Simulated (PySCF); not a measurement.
# Gallium: highly charged ions in a basis for the neutral atom

Ga¹¹⁺ [Ar] 3d2, Ga¹²⁺ [Ar] 3d1. All numbers are calculated (PySCF 2.14, a scalar-relativistic core potential, in aug-cc-pVDZ-PP with ECP10MDF (5s4p3d, 32 functions)). No spin-orbit coupling, so a gap to NIST mixes the basis error with missing relativistic terms.

Changed run: basis of the neutral atom used for a highly charged ion. This setting is unsound on purpose.

```csv
species,method,sound run (hartree),changed run (hartree),converged
Ga¹¹⁺,UHF,not run,-205.29549,yes
Ga¹¹⁺,M06-2X,not run,-205.68080,yes
Ga¹¹⁺,PBE0,not run,-205.70623,yes
Ga¹²⁺,UHF,not run,-193.52048,yes
Ga¹²⁺,M06-2X,not run,-193.84545,yes
Ga¹²⁺,PBE0,not run,-193.87175,yes
```

Ionisation energy of Ga¹¹⁺:

```json
{"method": "UHF", "changed run (eV)": "320.41", "NIST (eV)": "319 ± 2.5"}
{"method": "M06-2X", "changed run (eV)": "322.06", "NIST (eV)": "319 ± 2.5"}
{"method": "PBE0", "changed run (eV)": "322.03", "NIST (eV)": "319 ± 2.5"}
```

The contracted functions were made for the neutral atom and can be too rigid for a highly charged ion.
